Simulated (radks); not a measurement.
Effect of the nuclear size on the lanthanum ion La11+, [Kr] 4d10. All-electron calculation, Dirac Kohn-Sham, exchange-only LDA, spin-unpolarised, spherical densities, finite nucleus; Fermi nuclear charge, rms radius 4.855 fm. Program: a radial shooting solver on a logarithmic mesh with Libxc functionals. The rms radius is varied about that value; shifts are against it.

| rms radius (fm) | total energy shift (eV) | density at nucleus (e/bohr^3) | 1s1/2 shift (meV) | 2s1/2 shift (meV) | 4s1/2 shift (meV) | 4p1/2 shift (meV) | 4d5/2 shift (meV) | 5s1/2 (empty) shift (meV) | 5p1/2 (empty) shift (meV) |
|---|---|---|---|---|---|---|---|---|---|
| 3.986 | -3.06 | 3.641e+05 | -1270 | -155 | -7.31 | 0.246 | 0.317 | -1.93 | 0.043 |
| 4.5637 | -1.08 | 3.543e+05 | -449 | -54.5 | -2.58 | 0.087 | 0.112 | -0.681 | 0.015 |
| 4.855 | 0 | 3.5e+05 | 0.000 | 0.000 | 0.000 | 0.000 | 0.000 | 0.000 | 0.000 |
| 5.2483 | 1.54 | 3.446e+05 | 642 | 77.9 | 3.68 | -0.124 | -0.160 | 0.973 | -0.021 |
| 5.8503 | 4.08 | 3.371e+05 | 1700 | 206 | 9.76 | -0.328 | -0.423 | 2.58 | -0.057 |

Slopes of the eigenvalues against <r^2> in GHz/fm^2, as finite differences over the two radii next to the reference (eigenvalue slopes, not the field-shift constants of lines): 1s1/2 39300, 2s1/2 4760, 4s1/2 225, 4p1/2 -7.59, 4d5/2 -9.77, 5s1/2 (empty) 59.6, 5p1/2 (empty) -1.31.
